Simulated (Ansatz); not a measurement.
Cost and result for the atomization energy of `O[CH2][Al]([OH])[Cl]` (9 atoms, 8 bonds).

```json
{"atom": "O1", "x (Å)": "-1.346", "y (Å)": "1.140", "z (Å)": "-1.064"}
{"atom": "C2", "x (Å)": "-0.406", "y (Å)": "1.064", "z (Å)": "0.004"}
{"atom": "Al3", "x (Å)": "0.388", "y (Å)": "-0.718", "z (Å)": "0.197"}
{"atom": "O4", "x (Å)": "1.075", "y (Å)": "-1.270", "z (Å)": "1.633"}
{"atom": "Cl5", "x (Å)": "0.376", "y (Å)": "-1.932", "z (Å)": "-1.524"}
{"atom": "H6", "x (Å)": "-0.987", "y (Å)": "0.687", "z (Å)": "-1.831"}
{"atom": "H7", "x (Å)": "-0.952", "y (Å)": "1.312", "z (Å)": "0.921"}
{"atom": "H8", "x (Å)": "0.367", "y (Å)": "1.842", "z (Å)": "-0.090"}
{"atom": "H9", "x (Å)": "1.485", "y (Å)": "-2.124", "z (Å)": "1.753"}
```

Total charge 0; spin multiplicity 1. The geometry is a stationary point of PBE0-D4/def2-TZVP. It is one conformer, not always the lowest. Program: Ansatz. All runs use 4 threads of an Intel Xeon Platinum 8488C on a shared host. Times are those of one run each, without the atoms' runs, and a repeat can differ threefold. Electronic energies, without spin–orbit coupling; frozen cores. CCSD(T)/CBS adds CCSD(T) − MP2 in def2-TZVPP to the MP2 limit, and its time is that of the two runs behind it. T1 = 0.011. B3LYP takes the VWN-RPA correlation (the form of Gaussian; ORCA's B3LYP/G).

CCSD(T)/CBS is a level of theory with its own doubt, some kJ/mol a heavy atom from the limit and from the frozen cores, so smaller differences don't rank the functionals.

```csv
level,functions,wall time,atomization (kcal/mol),difference from CCSD(T)/CBS,per bond
PBE-D4/def2-TZVPP (with forces),233,2.5 s,807.4,10.6,1.3
PBE0-D4/def2-TZVPP,233,2.5 s,788.4,-8.4,-1.1
r2SCAN-D4/def2-TZVPP (with forces),233,3.9 s,796.7,-0.1,0.0
B3LYP-D4/def2-TZVPP (with forces),233,3.9 s,787.4,-9.4,-1.2
B2PLYP/def2-TZVPP,233,4.4 s,782.8,-14.0,-1.8
ωB97X-V/def2-TZVPP,233,6 s,793.9,-2.9,-0.4
ωB97M-V/def2-TZVPP (with forces),233,7 s,796.2,-0.6,-0.1
MP2/def2-QZVPP,431,15 s,810.2,13.4,1.7
CCSD(T)/def2-TZVPP,233,61 s,772.0,-24.8,-3.1
CCSD(T)/CBS(def2),–,76 s,796.8,0.0,0.0
```

From PBE to PBE0 (25 % exact exchange), in def2-TZVPP and without D4, the atomization energy moves by −18.4 kcal/mol: exact exchange takes away binding that semilocal exchange gives to molecules. In def2-TZVPP, CCSD(T) changes the Hartree–Fock value by +210.1 kcal/mol (the triples alone add +13.4 kcal/mol) and MP2 by +233.6 kcal/mol; breaking electron pairs costs correlation energy, which Hartree–Fock lacks. The D4 term adds +6.7 kcal/mol with B3LYP and +3.5 kcal/mol with PBE0; it sums over pairs of atoms, weighted by their polarisabilities, and B3LYP, whose exchange is more repulsive, gets the larger term.
